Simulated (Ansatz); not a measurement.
Wavefunction ladder for C$_{3}$H$_{4}$AlF (`C#[C][Al]([CH3])[F]`)

Cartesian coordinates in Å:
```
C 0.323 -2.775 -0.244
C -0.088 -1.661 -0.009
Al -0.674 0.114 0.332
C 0.330 1.704 -0.106
F -2.151 0.266 1.052
H 0.680 -3.759 -0.448
H -0.223 2.331 -0.811
H 0.504 2.314 0.785
H 1.298 1.466 -0.551
```

Total charge 0; spin multiplicity 1. All single points use the PBE0-D4/def2-TZVP geometry. Frozen core, restricted reference, the Gaussian-basis code of Ansatz. CBS rows extrapolate triple and quadruple zeta; past MP2 they add the triple-zeta difference.

```tsv
basis	HF (Eh)	MP2 corr.	CCSD corr.	(T)	CCSD(T) total
def2-SVP	-457.08620	-0.63436	-0.66803	-0.02037	-457.77460
def2-TZVPP	-457.43318	-0.79806	-0.82314	-0.03403	-458.29035
def2-QZVPP	-457.45023	-0.85894	–	–	–
CBS(def2)	-457.45258	-0.90403	-0.92912	as TZ	-458.41573
```
